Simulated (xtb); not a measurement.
C6H10O2 (SMILES C=C(C)C(=O)OCC), singlet, geometry from GFN2-xTB. Base run: xtb with GFN2-xTB.

The xtb input:
```
$ xtb mol.xyz --gfn 2 --json

# file mol.xyz
18

C     -2.03773908     1.52533617    -0.86313252
C     -1.49269935     0.51085955    -0.19960900
C     -2.23117021    -0.35568619     0.76832648
C     -0.05223104     0.21327152    -0.43018335
O      0.66353829     0.83470224    -1.17780370
O      0.36004950    -0.84169415     0.28586103
C      1.73014860    -1.21487093     0.15670106
C      2.62267592    -0.38157608     1.06574614
H     -1.44574586     2.10968278    -1.54692388
H     -3.07290832     1.79630648    -0.74536964
H     -1.76368368    -0.30425766     1.74997651
H     -2.19612203    -1.39414572     0.44415090
H     -3.26784852    -0.03982400     0.84832338
H      2.03507474    -1.08974821    -0.88773376
H      1.76434649    -2.27137817     0.43174035
H      3.64889395    -0.72869457     0.98695716
H      2.58014649     0.66331239     0.76821690
H      2.29523560    -0.46932248     2.09911069
```

Variants of this job, named by their change:

| change | ΔE vs base (mEh) | HOMO-LUMO gap (eV) | dipole (D) | SCF cycles |
|---|---|---|---|---|
| base | 0.000 | 3.88 | 2.35 | 11 |
| etemp = 10000 | ? | ? | ? | 12 |
| file = coord | 0.000 | 3.88 | 2.35 | 11 |
| acc = 30 | 0.000 | 3.88 | 2.35 | 8 |
| acc = 0.0001 | 0.000 | 3.88 | 2.35 | 18 |
| etemp = 1000 | 0.000 | 3.88 | 2.35 | 11 |

**Question.** What belongs in the gaps?

**Answer.** 
- etemp = 10000, ΔE vs base (mEh): -22.415
- etemp = 10000, HOMO-LUMO gap (eV): 3.99
- etemp = 10000, dipole (D): 2.73
